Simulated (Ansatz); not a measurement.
Species: C3H11NSi (charge 0, singlet). 
Geometry from a B3LYP-D3(BJ)/def2-TZVP (Ansatz, a quantum-chemistry and plane-wave program) optimisation:
```
Si
N 1 1.7334
H 2 1.0084 1 120.21
H 2 1.0084 3 110.34 1 146.80
C 1 1.8740 2 107.06 3 -48.36
H 5 1.0916 1 111.08 2 -59.99
H 5 1.0925 6 108.17 1 122.09
H 5 1.0933 6 107.85 7 115.79
C 1 1.8740 2 107.06 3 -168.09
H 9 1.0916 1 111.08 2 59.99
H 9 1.0925 10 108.17 1 -122.09
H 9 1.0933 10 107.85 11 -115.79
C 1 1.8817 2 113.90 3 71.78
H 13 1.0929 1 111.16 2 -59.91
H 13 1.0929 14 107.60 1 -121.92
H 13 1.0934 14 107.68 15 -115.82
```
Charge 0, spin multiplicity 1.

Wanted: atomisation energy (electronic, to ground-state atoms), in kcal/mol. Correlated levels leave the core frozen unless marked. Open shells are spin-unrestricted. No spin-orbit coupling. Non-relativistic. The coupled-cluster limit lacks core correlation, which all-electron functionals hold. CBS marks a two-point X^-3 extrapolation of the correlation energy; Hartree-Fock from the larger set.

| level | program | atomisation energy (kcal/mol) |
|---|---|---|
| BLYP-D4/def2-TZVPD | Ansatz + dftd4 | 1425.2 |
| B3LYP-D3(BJ)/def2-TZVPD | Ansatz + dftd3 | 1436.2 |
| PBE0-D3(BJ)/def2-TZVP | Ansatz + dftd3 | 1432.9 |
| BHLYP/def2-TZVPD | Ansatz | (withheld) |
| wB97M-V/def2-TZVPD | Ansatz | 1436.4 |
| RPA@PBE/cc-pV(Q+d)Z | Ansatz | 1367.4 |
| SCS-MP2/aug-cc-pV(D+d)Z | Ansatz | 1346.3 |
| CCSD/aug-cc-pV(T+d)Z | Ansatz | (withheld) |
| CCSD(T)/CBS(cc-pV(T+d)Z,cc-pV(Q+d)Z) | Ansatz | (withheld) |

Task: Fill in the missing entries.

Result: 
- BHLYP/def2-TZVPD, atomisation energy (kcal/mol): 1397.0
- CCSD/aug-cc-pV(T+d)Z, atomisation energy (kcal/mol): 1390.9
- CCSD(T)/CBS(cc-pV(T+d)Z,cc-pV(Q+d)Z), atomisation energy (kcal/mol): 1434.1
